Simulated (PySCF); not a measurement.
PySCF job for FH3N2SW, SMILES [NH]=[W]([NH2])([F])=[S], multiplicity 1, TDA-PBE/def2-SVPD. The structure is a stationary point at PBE-D3(BJ)/def2-SVP. The spin state was assumed, not searched. The structure was generated by enumeration; whether it is a known compound was not checked. The def2 effective core potentials stand for the cores of W; spin–orbit coupling is left out. Other conformers were not sampled.

```python
import numpy as np
from pyscf import gto, scf, dft, tdscf

mol = gto.M(
    atom='''
    W    -0.05297247   -0.01105508   -0.14704512
    N     0.92325610   -1.01941282   -1.20736062
    H     1.63876672   -1.72959419   -1.39438089
    S     0.59028407   -0.20037747    1.90758760
    F    -1.87618585   -0.48586649   -0.32187941
    N     0.31852073    1.80038822   -0.73762324
    H     0.80740880    2.03919642   -1.60519006
    H     0.22247648    2.62048396   -0.12869045
    ''',
    basis='def2-SVPD',
    ecp={'W': 'def2-svp'},
    charge=0,
    spin=0,
    max_memory=1600,
    verbose=4,
)
mf = dft.RKS(mol, xc='pbe').density_fit(auxbasis='def2-universal-jkfit')
mf.grids.level = 3
mf.conv_tol = 1e-9
mf.max_cycle = 100
mf.kernel()
mf.grids = dft.Grids(mol).set(level=1).build(with_non0tab=True)  # coarser grid for the response kernel
td = tdscf.TDA(mf)
td.singlet = True
td.nstates = 10
td.conv_tol = 1e-4
td.positive_eig_threshold = 1e-6
td.kernel(x0=td.get_init_guess(mf, 15))
td.analyze()
tt = tdscf.TDA(mf)
tt.singlet = False
tt.nstates = 4
tt.conv_tol = 1e-4
tt.positive_eig_threshold = 1e-6
tt.kernel(x0=tt.get_init_guess(mf, 9))
tt.analyze(verbose=3)
```

It prints:

```
PySCF version 2.14.0

[INPUT] verbose = 4
[INPUT] num. atoms = 8
[INPUT] num. electrons = 56
[INPUT] charge = 0
[INPUT] spin (= nelec alpha-beta = 2S) = 0
[INPUT] symmetry False subgroup None
[INPUT] Mole.unit = angstrom
[INPUT] Symbol           X                Y                Z      unit          X                Y                Z       unit  Magmom
[INPUT]  1 W     -0.052972470000  -0.011055080000  -0.147045120000 AA   -0.100103460442  -0.020891073485  -0.277875004754 Bohr   0.0
[INPUT]  2 N      0.923256100000  -1.019412820000  -1.207360620000 AA    1.744701171834  -1.926411037671  -2.281580905385 Bohr   0.0
[INPUT]  3 H      1.638766720000  -1.729594190000  -1.394380890000 AA    3.096820282852  -3.268459325739  -2.634997995427 Bohr   0.0
[INPUT]  4 S      0.590284070000  -0.200377470000   1.907587600000 AA    1.115475227994  -0.378658539833   3.604818122616 Bohr   0.0
[INPUT]  5 F     -1.876185850000  -0.485866490000  -0.321879410000 AA   -3.545477415284  -0.918154599204  -0.608263930037 Bohr   0.0
[INPUT]  6 N      0.318520730000   1.800388220000  -0.737623240000 AA    0.601916944697   3.402240653693  -1.393905906714 Bohr   0.0
[INPUT]  7 H      0.807408800000   2.039196420000  -1.605190060000 AA    1.525781502564   3.853522747994  -3.033369591274 Bohr   0.0
[INPUT]  8 H      0.222476480000   2.620483960000  -0.128690450000 AA    0.420419616357   4.951996998216  -0.243189705347 Bohr   0.0

nuclear repulsion = 268.954198421133
number of shells = 61
number of NR pGTOs = 228
number of NR cGTOs = 149
basis = def2-SVPD
ecp = {'W': 'def2-svp'}


[settings echo left out]
init E= -663.644863206934
  HOMO = -0.482635635567718  LUMO = -0.330631089141912  gap/eV = 4.13625
cycle= 1 E= -675.769183963293  delta_E= -12.1  |g|= 1.03  |ddm|=    8
  HOMO = -0.128256299328609  LUMO = -0.0595849756701544  gap/eV = 1.86864
cycle= 2 E= -673.911449804054  delta_E= 1.86  |g|= 3.09  |ddm|=  3.7
  HOMO = -0.171606382360279  LUMO = -0.041941660983429  gap/eV = 3.52836
cycle= 3 E= -675.804998817061  delta_E= -1.89  |g|= 0.845  |ddm|= 2.95
  HOMO = -0.224210833269799  LUMO = -0.10607023729127  gap/eV = 3.21477
cycle= 4 E= -675.976357923631  delta_E= -0.171  |g|= 0.341  |ddm|= 1.05
  HOMO = -0.248082571358809  LUMO = -0.110463734509381  gap/eV = 3.74480
cycle= 5 E= -675.989599630948  delta_E= -0.0132  |g|= 0.227  |ddm|= 0.616
  HOMO = -0.236380030705058  LUMO = -0.111375875432158  gap/eV = 3.40154
cycle= 6 E= -676.001200966293  delta_E= -0.0116  |g|= 0.119  |ddm|= 0.379
  HOMO = -0.235016905879367  LUMO = -0.106660546597522  gap/eV = 3.49275
cycle= 7 E= -676.00482326909  delta_E= -0.00362  |g|= 0.0258  |ddm|= 0.138
  HOMO = -0.234683864062748  LUMO = -0.10662811447104  gap/eV = 3.48457
cycle= 8 E= -676.004970869623  delta_E= -0.000148  |g|= 0.011  |ddm|= 0.0286
  HOMO = -0.23497080061252  LUMO = -0.106749388314047  gap/eV = 3.48908
cycle= 9 E= -676.004992220554  delta_E= -2.14e-05  |g|= 0.0056  |ddm|= 0.0107
  HOMO = -0.234986324905848  LUMO = -0.106692611150435  gap/eV = 3.49105
cycle= 10 E= -676.004998992363  delta_E= -6.77e-06  |g|= 0.000935  |ddm|= 0.00568
  HOMO = -0.234996652641062  LUMO = -0.106667101104521  gap/eV = 3.49202
cycle= 11 E= -676.004999222663  delta_E= -2.3e-07  |g|= 0.000237  |ddm|= 0.00162
  HOMO = -0.234994830291138  LUMO = -0.106669667240394  gap/eV = 3.49191
cycle= 12 E= -676.004999238118  delta_E= -1.55e-08  |g|= 5.59e-05  |ddm|= 0.000359
  HOMO = -0.234996003729882  LUMO = -0.106672760418479  gap/eV = 3.49185
cycle= 13 E= -676.004999238908  delta_E= -7.9e-10  |g|= 1.5e-05  |ddm|= 6.9e-05
  HOMO = -0.23499473628498  LUMO = -0.106673731976266  gap/eV = 3.49179
Extra cycle  E= -676.004999238083  delta_E= 8.25e-10  |g|= 5.45e-05  |ddm|= 8.77e-05
converged SCF energy = -676.004999238083
tot grids = 38208
Overwritten attributes  positive_eig_threshold  of <class 'pyscf.tdscf.rks.TDA'>


******** <class 'pyscf.tdscf.rks.TDA'> for <class 'pyscf.df.df_jk.DFRKS'> ********
nstates = 10 singlet
deg_eia_thresh = 1.000e-03
wfnsym = None
conv_tol = 0.0001
eigh lindep = 1e-12
eigh level_shift = 0
eigh max_cycle = 100


Excitation energies (eV)
[3.58899501 3.84227725 4.10661744 4.35443797 4.6356294  4.92009755
 4.94788701 5.1298742  5.14817423 5.25183026]

** Singlet excitation energies and oscillator strengths **
Excited State   1:      3.58900 eV    345.46 nm  f=0.0006
      27 -> 30        0.13373
      28 -> 29        0.68900
Excited State   2:      3.84228 eV    322.68 nm  f=0.0021
      27 -> 29        0.41367
      28 -> 30        0.56651
Excited State   3:      4.10662 eV    301.91 nm  f=0.0103
      26 -> 30        0.11298
      27 -> 29        0.15399
      27 -> 30       -0.64131
      28 -> 29        0.14670
Excited State   4:      4.35444 eV    284.73 nm  f=0.0250
      26 -> 29        0.35151
      26 -> 30       -0.15067
      27 -> 29        0.38361
      27 -> 30        0.16827
      28 -> 30       -0.27995
      28 -> 31       -0.18042
      28 -> 32        0.19128
Excited State   5:      4.63563 eV    267.46 nm  f=0.0040
      26 -> 29        0.56852
      26 -> 30        0.15950
      27 -> 29       -0.17635
      28 -> 31        0.26181
      28 -> 32       -0.14223
Excited State   6:      4.92010 eV    252.00 nm  f=0.0061
      26 -> 30       -0.53770
      27 -> 31        0.35011
      28 -> 31        0.22137
Excited State   7:      4.94789 eV    250.58 nm  f=0.0016
      25 -> 29       -0.12636
      26 -> 30        0.12221
      27 -> 31       -0.12554
      28 -> 31        0.40923
      28 -> 32        0.50716
      28 -> 33        0.12959
Excited State   8:      5.12987 eV    241.69 nm  f=0.0002
      24 -> 29        0.11633
      25 -> 29       -0.39952
      25 -> 30        0.50266
      27 -> 31        0.17209
      27 -> 32        0.10895
Excited State   9:      5.14817 eV    240.83 nm  f=0.0097
      24 -> 29       -0.26981
      24 -> 30       -0.14423
      25 -> 29       -0.13092
      25 -> 30       -0.24329
      26 -> 30        0.13869
      27 -> 31        0.36054
      28 -> 31       -0.26355
      28 -> 32        0.26563
Excited State  10:      5.25183 eV    236.08 nm  f=0.0150
      24 -> 29        0.12373
      25 -> 29       -0.33643
      25 -> 30       -0.35084
      27 -> 32        0.14712
      28 -> 31        0.14538
      28 -> 32       -0.16551
      28 -> 33       -0.34346

** Transition electric dipole moments (AU) **
state          X           Y           Z        Dip. S.      Osc.
  1        -0.0208     -0.0650     -0.0448      0.0067      0.0006
  2        -0.0671      0.0072      0.1320      0.0220      0.0021
  3        -0.1355     -0.2871     -0.0365      0.1021      0.0103
  4        -0.0614      0.0430     -0.4781      0.2342      0.0250
  5        -0.0219     -0.0168      0.1855      0.0352      0.0040
  6        -0.0553     -0.1709      0.1363      0.0509      0.0061
  7        -0.0828      0.0759      0.0151      0.0129      0.0016
  8         0.0208      0.0006     -0.0314      0.0014      0.0002
  9        -0.0066      0.1651      0.2236      0.0773      0.0097
 10        -0.0234     -0.1264     -0.3167      0.1168      0.0150

WARN: ECP detected. Skipping calculation of transition velocity and magnetic dipole moments, which have not yet been implemented.



******** <class 'pyscf.tdscf.rks.TDA'> for <class 'pyscf.df.df_jk.DFRKS'> ********
nstates = 4 triplet
deg_eia_thresh = 1.000e-03
wfnsym = None
conv_tol = 0.0001
eigh lindep = 1e-12
eigh level_shift = 0
eigh max_cycle = 100


Excitation energies (eV)
[3.26068332 3.30393116 3.44369945 3.71679198]

** Triplet excitation energies and oscillator strengths **
Excited State   1:      3.26068 eV    380.24 nm  f=0.0000
Excited State   2:      3.30393 eV    375.26 nm  f=0.0000
Excited State   3:      3.44370 eV    360.03 nm  f=0.0000
Excited State   4:      3.71679 eV    333.58 nm  f=0.0000
```

The run converged.
